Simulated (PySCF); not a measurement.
The multiplicity was assumed; other spin states weren't computed. def2 core potentials replace the inner electrons of Au.

Delta-SCF ions had no search for a lower state. Excitations are Tamm–Dancoff values on a coarser integration grid. The basis has no diffuse functions, so Rydberg states are missing or too high.

## H₈Au₂S₂Si₄, SMILES `[Au][S][SiH2][SiH2][SiH2][SiH2][S][Au]` (charge 0, multiplicity 1)

Calculation: TPSSh-D3(BJ)/def2-TZVP // PBE-D3(BJ)/def2-SVP in PySCF.

| Property | Value |
|---|---|
| HOMO | -6.27 eV |
| dipole moment | 0.50 D |
| LUMO | -3.73 eV |
| HOMO–LUMO gap | 2.53 eV |
| S1 excitation (TDA) | 2.15 eV |
| S1 oscillator strength | 0.007 |
| T1 excitation (TDA) | 1.68 eV |
| S1–T1 gap (TDA) | 0.47 eV |
| vertical ionisation energy (Delta-SCF) | 7.83 eV |
| vertical electron affinity (Delta-SCF) | 2.40 eV |
| total energy | -2230.8584 Ha |
| cost | very roughly 110 core-minutes |

```xyz
16

Au    -4.3013     1.8955     4.2759
S     -3.2903     2.1882     2.2565
Si    -1.8357     0.5886     2.2543
Si    -0.7908     0.8469     0.1557
Si     0.9376    -0.7397    -0.0739
Si     1.7452    -0.6762    -2.2891
S      3.4386    -2.0189    -2.2259
Au     4.1491    -1.9691    -4.3889
H     -0.8080     0.7096     3.3478
H     -2.4502    -0.7838     2.3308
H     -0.2114     2.2318     0.0330
H     -1.8062     0.6529    -0.9405
H      2.0448    -0.4157     0.8945
H      0.4140    -2.1177     0.2365
H      0.6501    -1.1307    -3.2170
H      2.1146     0.7382    -2.6497
```
